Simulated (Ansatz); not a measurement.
**Molecular dynamics, step by step**

AlBH$_{2}$ClF, singlet, PBE0-D4/def2-SVP (Ansatz 0.2.0). Settings (timestep in fs, temperature in K, friction in 1/fs; T counts 18 degrees of freedom, while the starting velocities carry no drift of the centre of mass, so T starts below the set value):

```yaml
hamiltonian: {xc: pbe0, dispersion: d4}
md: {n_steps: 30, timestep: 1.0, temperature: 1000, ensemble: nvt_langevin, seed: 51, friction: 0.002, initial_velocities: maxwell_boltzmann}
```

Start:

F1  (-0.849, -2.270, 0.534)
B2  (-0.432, -1.074, 0.179)
Al3  (0.511, 0.803, 0.236)
Cl4  (-0.974, -0.563, -1.416)
H5  (0.410, 1.771, -0.970)
H6  (1.334, 1.331, 1.438)
(Å)

```tsv
step	time (fs)	potential energy less the start (meV)	kinetic energy (meV)	T (K)
0	0.00	0.0	646.3	833
2	2.00	42.1	654.3	844
4	4.00	85.9	593.0	765
6	6.00	143.0	508.3	655
8	8.00	181.4	532.7	687
10	10.00	168.7	552.9	713
12	12.00	117.3	563.9	727
14	14.00	59.5	599.9	774
16	16.00	14.4	637.8	822
18	18.00	-39.8	651.3	840
20	20.00	-140.2	777.0	1002
22	22.00	-252.7	886.9	1144
24	24.00	-315.6	990.5	1277
26	26.00	-343.6	1088.1	1403
28	28.00	-387.6	1152.4	1486
30	30.00	-448.1	1157.9	1493
```

Step 6, positions (Å) and forces (eV/Å):

```csv
atom,x,y,z,Fx,Fy,Fz
F1,-0.846,-2.248,0.543,0.032,0.121,0.101
B2,-0.483,-1.054,0.132,0.336,-0.836,1.181
Al3,0.532,0.716,0.248,1.388,1.816,0.938
Cl4,-0.980,-0.513,-1.412,-1.905,-0.847,-2.725
H5,0.406,1.674,-1.071,0.289,-0.102,0.640
H6,1.431,1.328,1.453,-0.141,-0.152,-0.134
```

Step 20, positions (Å) and forces (eV/Å):

```tsv
atom	x	y	z	Fx	Fy	Fz
F1	-0.869	-2.202	0.591	-0.665	-1.139	0.182
B2	-0.559	-1.046	0.139	0.666	1.291	-0.659
Al3	0.660	0.605	0.348	0.662	0.938	0.270
Cl4	-1.050	-0.437	-1.482	-1.129	-1.173	-0.555
H5	0.693	1.617	-0.869	0.005	0.085	-0.068
H6	1.621	1.097	1.450	0.462	-0.002	0.829
```

Step 22, positions (Å) and forces (eV/Å):

```
atom       x       y       z      Fx      Fy      Fz
  F1  -0.883  -2.204   0.600  -0.443  -0.348  -0.122
  B2  -0.562  -1.038   0.135   0.367   0.652  -0.627
 Al3   0.683   0.598   0.369   0.979   1.191   0.382
 Cl4  -1.065  -0.435  -1.498  -0.930  -1.164  -0.194
  H5   0.743   1.643  -0.853  -0.038  -0.161   0.213
  H6   1.683   1.040   1.515   0.064  -0.170   0.347
```

Last step (30):

F1  (-0.942, -2.195, 0.633)
B2  (-0.576, -0.998, 0.104)
Al3  (0.800, 0.584, 0.467)
Cl4  (-1.133, -0.443, -1.557)
H5  (0.905, 1.638, -0.702)
H6  (1.831, 0.739, 1.774)
(Å)

The run took about 3.6 min on 2 CPU threads of an Intel Xeon (shared host).
